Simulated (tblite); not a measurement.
Species: C₈H₁₀P (charge -1).
Structure used (GFN2-xTB), in Å, numbered top down from 1:
```xyz
19
C8H10P angstrom
C     -2.858   -1.727   -0.114
C     -2.200   -0.565   -0.080
C     -0.781   -0.388   -0.025
P      0.398   -1.714    0.019
C      1.702   -0.554    0.066
C      3.157   -0.919    0.105
C      1.241    0.755    0.047
C     -0.145    0.862   -0.002
C     -0.862    2.183   -0.018
H     -3.937   -1.781   -0.159
H     -2.321   -2.662   -0.100
H     -2.785    0.354   -0.095
H      3.652   -0.669   -0.840
H      3.279   -1.988    0.276
H      3.676   -0.378    0.902
H      1.907    1.612    0.074
H     -1.540    2.261   -0.871
H     -0.140    2.999   -0.082
H     -1.453    2.326    0.891
```

The geometry is computed with GFN2-xTB (gas phase).

Masses are those of the commonest isotopes; rigid-rotor values at the optimised geometry. The values belong to one conformer with, in the numbering `[CH2:1]=[CH:2][c:3]1[p-:4][c:5]([CH3:6])[cH:7][c:8]1[CH3:9]`, C1–C2–C3–P4 0°.

Problem. What are A, B and C (MHz)?

Solution. Ia = 237.33, Ib = 428.88, Ic = 659.92 u·Å²; 505379 MHz·u·Å²/I gives A = 2129, B = 1178, C = 765.8 MHz.

Problem. Classify the top.

Solution. An asymmetric top; Ray's κ = -0.395.

Problem. What does the inertial defect say?

Solution. Not planar: Δ = Ic − Ia − Ib = -6.29 u·Å². For a rigid frame Δ = −2 Σ m c², so Σ m c² = 3.15 u·Å² lies off the ab plane, practically all of it from hydrogen. The atom farthest from that plane is 0.97 Å away.

Problem. Give the other two planar moments, Paa and Pbb, and the rms extents of the mass along the axes.

Solution. Paa = Σ m a² = (Ib + Ic − Ia)/2 = 425.74 and Pbb = Σ m b² = (Ia + Ic − Ib)/2 = 234.19 u·Å². With the mass M = 137.05 u, the rms extents √(P/M) along a, b and c are 1.76, 1.31, 0.15 Å.

Problem. Where do the levels up to J = 5 lie, in cm⁻¹?

Solution. Above 0(0,0):
J = 1: 1(0,1) 0.0649, 1(1,1) 0.0966, 1(1,0) 0.1103
J = 2: 2(0,2) 0.1910, 2(1,2) 0.2125, 2(1,1) 0.2538, 2(2,1) 0.3490, 2(2,0) 0.3526
J = 3: 3(0,3) 0.3725, 3(1,3) 0.3844, 3(1,2) 0.4664, 3(2,2) 0.5435, 3(2,1) 0.5601, 3(3,1) 0.7386, 3(3,0) 0.7392
J = 4: 4(0,4) 0.6050, 4(1,4) 0.6106, 4(1,3) 0.7441, 4(2,3) 0.8001, 4(2,2) 0.8435, 4(3,2) 1.0037, 4(3,1) 1.0078, 4(4,1) 1.2690, 4(4,0) 1.2691
J = 5: 5(0,5) 0.8873, 5(1,5) 0.8896, 5(1,4) 1.0810, 5(2,4) 1.1164, 5(2,3) 1.2011, 5(3,3) 1.3353, 5(3,2) 1.3503, 5(4,2) 1.6012, 5(4,1) 1.6020, 5(5,1) 1.9413, 5(5,0) 1.9413
Those of J = 1 are B + C, A + C and A + B.

Its GFN2-xTB frequencies are all real (lowest 69 cm⁻¹). Constants of a rigid frame at the computed geometry: no zero-point averaging, no centrifugal distortion.

Time: 0.64 s wall. Hardware: an Arm Neoverse V1 with one thread, on a shared host. This is the geometry optimisation.
